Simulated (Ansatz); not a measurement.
Frontier orbitals of CH3F2NbO (`[CH3][Nb](=[O])([F])[F]`).

Charge 0, multiplicity 1. Correlated methods include outer-core shells of Nb, which these sets cover unevenly. Nb: def2 effective core potential. The geometry is a stationary point of PBE0-D4/def2-TZVP. Basis def2-TZVPP, Ansatz 0.2.0.

| functional | HOMO (eV) | LUMO (eV) | gap (eV) |
| --- | --- | --- | --- |
| PBE | -7.57 | -3.08 | 4.49 |
| PBE0 | -9.00 | -2.20 | 6.80 |
| B3LYP | -8.77 | -2.48 | 6.29 |
| HSE06 (plane-wave form) | -8.59 | -2.58 | 6.01 |
| BHLYP | -10.32 | -1.20 | 9.12 |
| LC-ωPBE | -11.76 | 0.23 | 11.99 |
| ωB97M-V | -11.28 | 0.04 | 11.32 |

Against PBE, PBE0 changes HOMO and LUMO by −1.42 and +0.88 eV, ωB97M-V by −3.71 and +3.11 eV. A gap of 4.50 eV thus becomes 11.32 eV for the same molecule, so an orbital gap means little without its functional. A positive LUMO is unbound and depends on the basis.

B3LYP here is the variant with VWN-RPA as its local correlation; programs differ in this. LC-ωPBE has ω = 0.4 bohr⁻¹.
